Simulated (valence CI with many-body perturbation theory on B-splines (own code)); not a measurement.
## E1 transitions of Sn XLVI

Computed by valence CI with perturbative core correlation (CI+MBPT): three valence electrons over a frozen Dirac-Fock core [He], radial functions for each j: 11 s, 11 p, 9 d, 7 f, 5 g, 2 h, 1 i, with the one-electron correlation potential Σ1 (screened to all orders), the two-electron term Σ2, the three-electron term Σ3, Breit, model QED; selected single and double excitations, second order for the rest (own B-spline code, finite nucleus).

The last digits are not significant, and no measured levels were compared; by estimate large intervals hold to a few tenths of a per cent, small ones and those within an open d or f shell to about a per cent.

Lines 51 to 100 of 275 in falling wavelength, among levels below 5088.2 eV, chosen from the strongest by gf and those to the six lowest levels. Wavelengths and rates use the calculated energies. Electric multipoles are in the length gauge, E1 and E2 with the static RPA response of the core. Weak lines are less certain than strong ones. Lines between different terms over intervals too small for the method are left out, as are lines whose strength nearly cancels. The highest levels of a list are the least certain.

Levels are named by their leading jj configuration (3d3/2^4 stands for four electrons in 3d with j = 3/2), which in mixed levels can hold well under half, so a name can repeat and another be missing. Letters in brackets count levels of one name in rising energy.

```
λ vac (Å)                          Upper                       Lower   A (s⁻¹)  S (a.u.) with core polarisation  S without
    69.48         (2s 2p1/2 2p3/2) J=1/2          (2s^2 2p3/2) J=3/2  6.89e+09                         2.28e-03   2.29e-03
    60.93          (2p1/2^2 2p3/2) J=3/2      (2s 2p1/2 2p3/2) J=5/2  3.91e+10                         1.75e-02   1.75e-02
    53.29          (2p1/2^2 2p3/2) J=3/2  (2s 2p1/2 2p3/2) J=3/2 [a]  1.40e+10                         4.18e-03   4.19e-03
    32.99             (2s 2p3/2^2) J=5/2          (2s^2 2p3/2) J=3/2  8.42e+10                         8.96e-03   8.98e-03
    32.34          (2p1/2 2p3/2^2) J=3/2      (2s 2p1/2 2p3/2) J=1/2  1.99e+11                         1.33e-02   1.33e-02
    32.21          (2p1/2 2p3/2^2) J=3/2  (2s 2p1/2 2p3/2) J=3/2 [b]  3.99e+10                         2.63e-03   2.64e-03
    30.74          (2p1/2 2p3/2^2) J=5/2  (2s 2p1/2 2p3/2) J=3/2 [b]  2.29e+11                         1.97e-02   1.97e-02
    30.69                (2p3/2^3) J=3/2          (2s 2p3/2^2) J=3/2  5.82e+11                         3.32e-02   3.33e-02
    30.69      (2p1/2 2p3/2 3d5/2) J=9/2      (2s 2p1/2 3d5/2) J=7/2  1.77e+11                         2.53e-02   2.54e-02
    30.59      (2p1/2 2p3/2 3p3/2) J=7/2      (2s 2p1/2 3p3/2) J=5/2  2.20e+11                         2.49e-02   2.49e-02
    30.53      (2p1/2 2p3/2 3d5/2) J=7/2  (2s 2p1/2 3d5/2) J=5/2 [a]  1.87e+11                         2.10e-02   2.11e-02
    30.39  (2p1/2 2p3/2 3d3/2) J=5/2 [b]  (2s 2p1/2 3d3/2) J=3/2 [b]  1.49e+11                         1.24e-02   1.24e-02
    30.29  (2p1/2 2p3/2 3p3/2) J=5/2 [a]  (2s 2p1/2 3p3/2) J=3/2 [a]  1.91e+11                         1.57e-02   1.57e-02
    30.27     (2s 2p3/2 3d5/2) J=7/2 [b]          (2s^2 3d5/2) J=5/2  3.05e+11                         3.34e-02   3.35e-02
    30.09      (2p1/2 2p3/2 3d3/2) J=7/2      (2s 2p1/2 3d3/2) J=5/2  1.74e+11                         1.88e-02   1.88e-02
    30.01      (2p1/2 2p3/2 3p1/2) J=5/2      (2s 2p1/2 3p1/2) J=3/2  2.43e+11                         1.94e-02   1.95e-02
    29.96  (2p1/2 2p3/2 3p1/2) J=3/2 [b]  (2s 2p1/2 3p1/2) J=1/2 [b]  2.34e+11                         1.24e-02   1.25e-02
    29.88     (2s 2p3/2 3p3/2) J=5/2 [c]          (2s^2 3p3/2) J=3/2  3.02e+11                         2.39e-02   2.39e-02
    29.75  (2p1/2 2p3/2 3d3/2) J=3/2 [a]  (2s 2p1/2 3d3/2) J=3/2 [a]  2.20e+11                         1.14e-02   1.14e-02
    29.67     (2s 2p3/2 3d3/2) J=3/2 [b]          (2s^2 3d3/2) J=3/2  2.96e+11                         1.53e-02   1.53e-02
    29.66     (2s 2p3/2 3p3/2) J=5/2 [b]         (2s 2p1/2 3s) J=3/2  2.38e+11                         1.84e-02   1.84e-02
    29.62     (2s 2p3/2 3d3/2) J=5/2 [b]          (2s^2 3d3/2) J=3/2  2.90e+11                         2.23e-02   2.23e-02
    29.60         (2s 2p3/2 3p1/2) J=1/2          (2s^2 3p1/2) J=1/2  4.24e+11                         1.09e-02   1.09e-02
    29.59            (2s 2p3/2 3s) J=1/2             (2s^2 3s) J=1/2  4.19e+11                         1.07e-02   1.07e-02
    29.52     (2s 2p3/2 3p1/2) J=3/2 [b]          (2s^2 3p1/2) J=1/2  3.47e+11                         1.76e-02   1.77e-02
    29.49     (2p1/2 2p3/2 3s) J=3/2 [a]     (2s 2p1/2 3s) J=1/2 [a]  2.04e+11                         1.03e-02   1.04e-02
    29.47     (2s 2p3/2 3d5/2) J=5/2 [b]          (2s^2 3d5/2) J=5/2  3.82e+11                         2.89e-02   2.90e-02
    29.34        (2s 2p3/2 3s) J=3/2 [b]             (2s^2 3s) J=1/2  3.70e+11                         1.85e-02   1.85e-02
    29.33     (2s 2p3/2 3p3/2) J=3/2 [b]          (2s^2 3p3/2) J=3/2  2.70e+11                         1.34e-02   1.35e-02
    29.29     (2s 2p3/2 3d5/2) J=3/2 [b]          (2s^2 3d5/2) J=5/2  4.39e+11                         2.18e-02   2.18e-02
    28.78          (2p1/2 2p3/2^2) J=3/2      (2s 2p1/2 2p3/2) J=5/2  4.09e+10                         1.93e-03   1.93e-03
    28.66     (2s 2p1/2 2p3/2) J=3/2 [b]          (2s^2 2p1/2) J=1/2  3.82e+11                         1.78e-02   1.78e-02
    28.56         (2s 2p1/2 2p3/2) J=1/2          (2s^2 2p1/2) J=1/2  5.12e+11                         1.18e-02   1.18e-02
    28.28          (2p1/2 2p3/2^2) J=1/2  (2s 2p1/2 2p3/2) J=3/2 [b]  5.19e+11                         1.16e-02   1.16e-02
    27.99             (2s 2p3/2^2) J=1/2          (2s^2 2p3/2) J=3/2  4.27e+11                         9.24e-03   9.26e-03
    27.92             (2s 2p3/2^2) J=3/2          (2s^2 2p3/2) J=3/2  7.03e+11                         3.02e-02   3.03e-02
    27.87          (2p1/2^2 2p3/2) J=3/2          (2s 2p1/2^2) J=1/2  2.76e+11                         1.18e-02   1.18e-02
    27.59          (2p1/2 2p3/2^2) J=5/2      (2s 2p1/2 2p3/2) J=5/2  2.73e+11                         1.70e-02   1.70e-02
    26.95          (2p1/2 2p3/2^2) J=3/2  (2s 2p1/2 2p3/2) J=3/2 [a]  3.20e+11                         1.24e-02   1.24e-02
    25.91          (2p1/2 2p3/2^2) J=5/2  (2s 2p1/2 2p3/2) J=3/2 [a]  5.50e+09                         2.83e-04   2.84e-04
    18.47                (2p3/2^3) J=3/2  (2s 2p1/2 2p3/2) J=3/2 [b]  1.29e+10                         1.61e-04   1.61e-04
    17.72             (2s 2p3/2^2) J=3/2          (2s^2 2p1/2) J=1/2  1.47e+10                         1.61e-04   1.61e-04
    3.114             (2s^2 3p1/2) J=1/2  (2s 2p1/2 2p3/2) J=3/2 [b]  1.21e+12                         3.59e-05   3.58e-05
    3.076        (2s 2p1/2 3s) J=1/2 [a]  (2s 2p1/2 2p3/2) J=3/2 [b]  2.27e+12                         6.53e-05   6.51e-05
    3.068            (2s 2p1/2 3s) J=3/2  (2s 2p1/2 2p3/2) J=3/2 [b]  2.47e+12                         1.41e-04   1.40e-04
    3.051             (2s^2 3p3/2) J=3/2  (2s 2p1/2 2p3/2) J=3/2 [b]  1.63e+12                         9.16e-05   9.14e-05
    3.051     (2p1/2 2p3/2 3s) J=3/2 [b]       (2p1/2 2p3/2^2) J=5/2  1.94e+13                         1.09e-03   1.08e-03
    3.050        (2s 2p1/2 3s) J=1/2 [b]  (2s 2p1/2 2p3/2) J=3/2 [b]  1.85e+13                         5.19e-04   5.17e-04
    3.033            (2s 2p3/2 3s) J=5/2          (2s 2p3/2^2) J=5/2  1.71e+13                         1.41e-03   1.41e-03
    3.033            (2s 2p1/2 3s) J=3/2      (2s 2p1/2 2p3/2) J=5/2  2.13e+13                         1.17e-03   1.17e-03
```
